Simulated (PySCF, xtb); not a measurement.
CaO2, SMILES [O]1[O][Ca]1.

GFN2-xTB (xtb) at its own geometry gives an orbital gap of 0.04 eV and a dipole moment of 6.90 D.

Geometry optimised at PBE0-D3(BJ)/def2-TZVP.

Problem. What does PBE0/def2-TZVPD in PySCF give? (Estimate from the structure and the level; the computed values follow.)

Solution. gap 2.33 eV (levels -4.30 and -1.96 eV), dipole 10.37 D.
